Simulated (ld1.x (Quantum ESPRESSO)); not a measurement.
## What the settings do to the PAW potential of Pr

Base potential:

```json
{
 "Element": "Pr (Z = 59)",
 "Generator": "ld1.x (Quantum ESPRESSO) 7.5",
 "Type": "PAW",
 "Functional": "Wu–Cohen",
 "Relativity": "non-relativistic",
 "Frozen core": "[Kr] 4d10",
 "Valence charge": "13",
 "Reference configuration": "4f3 5s2 5p6 5d1 6s1 6p0",
 "Partial waves": "5s (bound): rcut 2.15, rcutus 2.85 bohr; 6s (bound): rcut 2.15, rcutus 2.85 bohr; 5p (bound): rcut 2.40, rcutus 3.05 bohr; 6p (bound, empty): rcut 2.40, rcutus 3.05 bohr; 5d (bound): rcut 2.60, rcutus 3.30 bohr; 5d channel at 0.2 Ry: rcut 2.60, rcutus 3.30 bohr; 4f (bound): rcut 1.05, rcutus 1.45 bohr; 4f channel at 0.85 Ry: rcut 1.05, rcutus 1.45 bohr",
 "Local potential": "all-electron potential smoothed inside 2.95 bohr (lloc = -2)",
 "Core correction": "Bessel-smoothed model core inside 0.95 bohr",
 "Augmentation charge": "PSQ, inside the norm-conserving radii"
}
```

All-electron outer shells of the reference configuration (Wu–Cohen, non-relativistic, ld1.x):

```json
{"shell": "4p", "level (eV)": "-205.83", "outermost node (bohr)": "0.33", "outermost maximum (bohr)": "0.62"}
{"shell": "4d", "level (eV)": "-111.39", "outermost node (bohr)": "0.30", "outermost maximum (bohr)": "0.64"}
{"shell": "5s", "level (eV)": "-33.50", "outermost node (bohr)": "0.77", "outermost maximum (bohr)": "1.43"}
{"shell": "5p", "level (eV)": "-19.50", "outermost node (bohr)": "0.81", "outermost maximum (bohr)": "1.56"}
{"shell": "6s", "level (eV)": "-2.68", "outermost node (bohr)": "1.93", "outermost maximum (bohr)": "4.25"}
{"shell": "4f", "level (eV)": "-2.37", "outermost node (bohr)": "–", "outermost maximum (bohr)": "0.68"}
{"shell": "5d", "level (eV)": "-1.53", "outermost node (bohr)": "0.90", "outermost maximum (bohr)": "2.28"}
{"shell": "6p", "level (eV)": "-0.98", "outermost node (bohr)": "2.25", "outermost maximum (bohr)": "5.46"}
```

Cutoffs, loose and tight: the cutoffs (Ry, on a coarse ladder) from which the occupation-weighted sum of valence levels, in a spherical-Bessel basis at the reference potential, stays within 10 and 1 mRy of its value at 400 Ry. They do not see the model core or the augmentation charge, which bear on the density cutoff. Test errors are all-electron minus pseudo excitation energies from the reference, over the configurations 4f3 5s2 5p6 5d0 6s2 6p0; 4f3 5s2 5p6 5d0 6s1 6p0; 4f3 5s2 5p6 5d0 6s0 6p0; 4f3 5s2 5p6 5d0 6s1 6p1; 4f3 5s1 5p6 5d0 6s2 6p0; 4f1 5s2 5p6 5d0 6s0 6p0; 4f2 5s2 5p6 5d0 6s2 6p0. A dash means not determined; rows that change the core or the reference have their own tests. The largest error is taken over the tests solved by every variant that gives reliable tests at all: 4f3 5s2 5p6 5d0 6s0 6p0; 4f3 5s2 5p6 5d0 6s1 6p0; 4f3 5s2 5p6 5d0 6s2 6p0.

```tsv
change	outcome	cutoff, loose	cutoff, tight	bound ghosts	largest test error (meV)
base	generated	70 Ry	100 Ry	none	+1.4
scalar-relativistic	generated	70 Ry	100 Ry	none	-7.0
waves 4f (bound): rcut 1.05, rcutus 2.10 bohr; 4f channel at 0.85 Ry: rcut 1.05, rcutus 2.10 bohr	generated	30 Ry	45 Ry	none	+1.1
waves 5d (bound): rcut 2.60, rcutus 2.78 bohr; 5d channel at 0.2 Ry: rcut 2.60, rcutus 2.78 bohr	generated	70 Ry	100 Ry	none	-0.7
all radii but the core radius scaled by about 0.90 (s 2.56, p 2.74, d 2.96, f 1.30 bohr, rcut 1.92/2.14/2.32/0.94); local potential all-electron potential smoothed inside 2.64 bohr (lloc = -2)	failed: new_paw_hamiltonian: negative rho	–	–	–	–
waves 5p (bound): rcut 2.40, rcutus 2.62 bohr; 6p (bound): rcut 2.40, rcutus 2.62 bohr	generated	70 Ry	100 Ry	none	+2.0
local potential all-electron potential smoothed inside 3.08 bohr (lloc = -2)	generated	70 Ry	100 Ry	none	+1.3
```
